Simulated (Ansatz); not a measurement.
```yaml
crystal:
  periodic: [false, false, false]
  atoms:
    - {symbol: O, position_ang: [-1.096613, -0.721147, 0.338007]}
    - {symbol: C, position_ang: [-0.549764, -0.433710, 0.167588]}
    - {symbol: Si, position_ang: [0.646465, -1.059586, 0.306180]}
    - {symbol: Al, position_ang: [-0.590173, 0.784608, -0.259002]}
    - {symbol: O, position_ang: [0.335535, 1.465996, -0.420293]}
    - {symbol: H, position_ang: [1.211145, -0.511358, 0.988642]}
    - {symbol: H, position_ang: [1.126976, -0.881296, -0.617571]}
    - {symbol: H, position_ang: [0.531168, -2.041353, 0.628507]}
    - {symbol: H, position_ang: [-1.439053, 1.199845, -0.362859]}
    - {symbol: H, position_ang: [0.345758, 1.798708, -0.597532]}
basis:
  gaussian: {orbitals: STO-3G, final_grid: {core_spheres: 8, valence_spheres: 7, degree: 23}}
total_charge: 1
magnetization: {spin_polarized: true, initial_magnetization: 1}
hamiltonian: {xc: {name: CAM-B3LYP}, dispersion: d3bjatm}
output: {forces: true}
```

```sh
$ ansatz run in.yaml --threads 4 --pin off --events-out ev --progress --plain --max-ram 10444MiB
```

Output, abridged:

```
Functional definition: CAM-B3LYP
478 factors; integrals over basis functions are off by at most 8.8e-5 eV
201 factors; integrals over basis functions are off by at most 1.9e-6 eV
mean field evaluation 1: about -19243.2828 eV, gradient 2.1e1 eV
mean field evaluation 2: about -19245.3297 eV, gradient 1.0e1 eV
mean field evaluation 4: about -19245.8143 eV, gradient 3.2e-1 eV
mean field evaluation 8: about -19245.8791 eV, gradient 3.1e-1 eV
mean field evaluation 16: about -19245.9345 eV, gradient 3.2e-5 eV
mean field -19245.93447618 eV, -707.2750466368 hartree, gradient 9.3e-7 eV, S^2 0.750615; 2 other end points of the search recorded, 0 dependent functions left out
reference -19245.93454412 eV, -707.2750491333 hartree; 27, 26 occupied and 11, 12 virtual orbitals, 478 factors
Total energy: -19246.15446840 eV, -707.2831312016 hartree
Atom 0 at    -1.096613    -0.721147     0.338007 Å, force  -442.999204  -227.930845   137.313818 eV/Å
Atom 1 at    -0.549764    -0.433710     0.167588 Å, force   404.498644   196.880769  -125.275829 eV/Å
Atom 2 at     0.646465    -1.059586     0.306180 Å, force    17.591800    -8.572600     0.552303 eV/Å
Atom 3 at    -0.590173     0.784608    -0.259002 Å, force   -23.489077   -12.052399    -1.771982 eV/Å
Atom 4 at     0.335535     1.465996    -0.420293 Å, force    39.674804  -365.064451   205.074245 eV/Å
Atom 5 at     1.211145    -0.511358     0.988642 Å, force    14.341007    13.267683    17.071145 eV/Å
Atom 6 at     1.126976    -0.881296    -0.617571 Å, force    10.610036     3.200176   -21.111598 eV/Å
Atom 7 at     0.531168    -2.041353     0.628507 Å, force    -3.274022   -24.527282     7.683448 eV/Å
Atom 8 at    -1.439053     1.199845    -0.362859 Å, force   -35.312934    15.990908    -3.751597 eV/Å
Atom 9 at     0.345758     1.798708    -0.597532 Å, force    18.358947   408.808040  -215.783953 eV/Å
Dipole moment:    -0.217374    -0.148180    -0.014444 e Å
```

(1) What is wrong with this run?

Answers

(1) The geometry is squeezed to about two thirds of its size. Self-consistency was reached. The result belongs to that input, not to the molecule as meant.
